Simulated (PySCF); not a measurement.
C4H8BN, SMILES CC1=CCB1N.

The structure is a stationary point at B3LYP-D3(BJ)/def2-SVP. The structure was generated by enumeration, and PubChem lists no compound with its InChIKey, so it may never have been made. One conformer was computed; it need not be the lowest.

Method: PBE/def2-TZVP in PySCF.

Symmetry labels are those of the subgroup Cs that the program uses (full group Cs).

Computed valence orbital energies around the gap with their symmetry:
```csv
orbital,symmetry,energy (eV)
HOMO−7,A",-10.03
HOMO−6,A',-9.92
HOMO−5,A",-9.45
HOMO−4,A',-8.04
HOMO−3,A",-7.01
HOMO−2,A',-6.84
HOMO−1,A',-6.57
HOMO,A",-5.73
LUMO,A",-1.08
LUMO+1,A',0.10
LUMO+2,A',0.94
LUMO+3,A",1.11
```
